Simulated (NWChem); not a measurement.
System: TeCl2; SMILES Cl[Te]Cl

Output (shortened):

```
             Northwest Computational Chemistry Package (NWChem) 7.3.0
             --------------------------------------------------------

 C2V symmetry detected

                             Geometry "geometry" -> ""
                             -------------------------

 Output coordinates in angstroms (scale by  1.889725989 to convert to a.u.)

  No.       Tag          Charge          X              Y              Z
 ---- ---------------- ---------- -------------- -------------- --------------
    1 Te                  52.0000     0.00000000     0.00000000     0.59852453
    2 Cl                  17.0000    -1.81014300     0.00000000    -0.91539047
    3 Cl                  17.0000     1.81014300     0.00000000    -0.91539047

 Effective nuclear repulsion energy (a.u.)     438.7147643240

      Symmetry information
      --------------------

 Group name             C2v
 Group number             16
 Group order               4
 No. of unique centers     2

                                 NWChem DFT Module
                                 -----------------

 Summary of "ao basis" -> "ao basis" (spherical)
 ------------------------------------------------------------------------------
       Tag                 Description            Shells   Functions and Types
 ---------------- ------------------------------  ------  ---------------------
 Te                         def2-svp                10       26   4s4p2d
 Cl                         def2-svp                 8       18   4s3p1d

      Symmetry analysis of basis
      --------------------------

        a1         25
        a2          7
        b1         19
        b2         11

            General Information
            -------------------
          SCF calculation type: DFT
          Wavefunction type:  closed shell.
          No. of atoms     :     3
          No. of electrons :    58
           Alpha electrons :    29
            Beta electrons :    29
          Charge           :     0
          Spin multiplicity:     1
          Use of symmetry is: on ; symmetry adaption is: on
          Maximum number of iterations: 150
          AO basis - number of functions:    62
                     number of shells:    26
          Convergence on energy requested:  1.00D-06
          Convergence on density requested:  1.00D-05
          Convergence on gradient requested:  5.00D-04

              XC Information
              --------------
                         SCAN Method XC Functional
                  SCAN metaGGA Exchange Functional  1.000
                        SCAN Correlation Potential  1.000

             Grid Information
             ----------------
          Grid used for XC integration:  fine
          Radial quadrature: Mura-Knowles
          Angular quadrature: Lebedev.
          Tag              B.-S. Rad. Rad. Pts. Rad. Cut. Ang. Pts.
          ---              ---------- --------- --------- ---------
          Te                  1.40      141           8.0       974
          Cl                  1.00      123          10.0       770
          Grid pruning is: on
          Number of quadrature shells:   264
          Spatial weights used:  Erf1

      Superposition of Atomic Density Guess
      -------------------------------------

 Sum of atomic energies:       -1229.87075680

      Non-variational initial energy
      ------------------------------

 Total energy =   -1185.781030
 1-e energy   =   -2186.560055
 2-e energy   =     775.548985
 HOMO         =      -0.205126
 LUMO         =      -0.057190

      Symmetry analysis of molecular orbitals - initial
      -------------------------------------------------

  Numbering of irreducible representations:

     1 a1          2 a2          3 b1          4 b2

  Orbital symmetries:

     1 a1          2 b1          3 b1          4 a1          5 a1
     6 b1          7 b2          8 a1          9 b1         10 a2
    11 a1         12 b1         13 a1         14 b2         15 b1
    16 a1         17 a1         18 a2         19 b2         20 a1
    21 b1         22 a1         23 b1         24 a1         25 b2
    26 a2         27 b1         28 a1         29 b2         30 a1
    31 b1         32 a1         33 b1         34 a1         35 b2
    36 a1         37 a2         38 b2         39 a1

     ---------------------------------------------
      Total Density - Mulliken Population Analysis
     ---------------------------------------------

    Atom       Charge   Shell Charges
 -----------   ------   -------------------------------------------------------
    1 Te  24    23.20   1.77  0.27  1.23  0.63  2.91  3.12  1.60  1.58  9.85  0.25
    2 Cl  17    17.40   2.00  1.99  1.23  0.73  5.94  2.11  3.38  0.01
    3 Cl  17    17.40   2.00  1.99  1.23  0.73  5.94  2.11  3.38  0.01

[...]

                         DFT ENERGY GRADIENTS

    atom               coordinates                        gradient
                 x          y          z           x          y          z
   1 Te      0.000000   0.000000   1.131047    0.000000   0.000000  -0.003819
   2 Cl     -3.420674   0.000000  -1.729837    0.002508   0.000000   0.001909
   3 Cl      3.420674   0.000000  -1.729837   -0.002508   0.000000   0.001909
```

Level: SCAN/def2-SVP with def2 effective core potentials on Te. The geometry was optimised at PBE0/def2-SVP. def2 effective core potentials on Te; no spin-orbit coupling.

Task: Write an input that gives this output.

Result: This is not unique; one that fits is the input that was run:
```
start job
memory heap 200 mb stack 900 mb global 1100 mb
geometry units angstroms noautoz
  Te     0.000000     0.000000     0.587564
  Cl    -1.810143     0.000000    -0.926351
  Cl     1.810143     0.000000    -0.926351
end
basis spherical
  Te library def2-svp
  Cl library def2-svp
end
ecp
  Te library def2-ecp
end
dft
  xc scan
  grid fine
  iterations 150
  mulliken
end
task dft gradient
```
